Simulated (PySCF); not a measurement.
## Oscillator strengths, rates and cross-sections

C6H9P.
Structure used (GFN2-xTB), in Å, numbered top down from 1:
```xyz
16
C6H9P angstrom
C      2.6331   -0.2280   -0.4072
C      1.6686   -0.1778    0.5055
C      0.2507   -0.0909    0.2249
C     -0.6957   -0.1212    1.1662
C     -2.1163   -0.0675    0.7072
P     -2.0551    0.5082   -1.0689
C     -0.2650   -0.0014   -1.1884
H      2.4284   -0.2107   -1.4641
H      3.6701   -0.2936   -0.1263
H      1.9232   -0.2049    1.5578
H     -0.4837   -0.2152    2.2202
H     -2.5736   -1.0634    0.7530
H     -2.7363    0.5996    1.3105
H     -1.7502    1.8365   -0.7246
H      0.2866    0.7172   -1.7973
H     -0.1925   -0.9780   -1.6799
```

Level of theory: TDDFT B3LYP/def2-SVPD, vertical, gas phase, core orbitals frozen in the response (PySCF).

Computed singlets with f of 0.002 or more:

| state | λ (nm) | f |
| --- | --- | --- |
| S1 | 254.4 | 0.038 |
| S2 | 228.7 | 0.345 |
| S3 | 215.0 | 0.028 |
| S4 | 206.4 | 0.119 |
| S5 | 197.7 | 0.019 |
| S6 | 191.8 | 0.079 |
| S7 | 190.7 | 0.011 |
| S8 | 187.0 | 0.013 |

Problem. Turn these into Einstein A coefficients, radiative lifetimes, transition dipoles and integrated cross-sections.

Solution. Relations used (vacuum, state to state): A = 0.6670 f ν̃² s⁻¹ (ν̃ in cm⁻¹); τ = 1/A; f = (2/3) ΔE |μ|² in atomic units; ∫σ dE = 109.76 f Mb·eV.

```tsv
state	A (s⁻¹)	τ	|μ| (D)	∫σ dE (Mb·eV)
S1	3.9×10⁷	25 ns	1.44	4.2
S2	4.4×10⁸	2.3 ns	4.10	38
S3	4.1×10⁷	24 ns	1.14	3.1
S4	1.9×10⁸	5.4 ns	2.28	13
S5	3.2×10⁷	32 ns	0.88	2
S6	1.4×10⁸	7 ns	1.80	8.7
S7	2.0×10⁷	49 ns	0.67	1.2
S8	2.5×10⁷	40 ns	0.72	1.4
```

Leading configurations: S1 H-1→L (60%); S2 H→L (49%); S3 H→L+1 (94%); S4 H→L+2 (91%); S5 H-1→L+1 (94%); S6 H-1→L+2 (72%); S7 H→L+3 (70%); S8 H→L+4 (49%) (H = HOMO, L = LUMO).

Only emission to the ground state at the vertical energy is counted.

Problem. By what factor does the largest A in the list exceed the smallest?

Solution. S2 has 22 times the rate of S7.

Problem. Suppose S1 emitted 0.3 eV lower with the same transition dipole. How would A change?

Solution. At fixed |μ|, A goes as the cube of the energy: (4.57/4.87)³ = 0.83, which makes τ about 31 ns.

Problem. How much energy does a mole of photons resonant with S2 carry?

Solution. 5.421 eV × 96.485 = 523 kJ/mol (125 kcal/mol).

One conformer stands for the species.
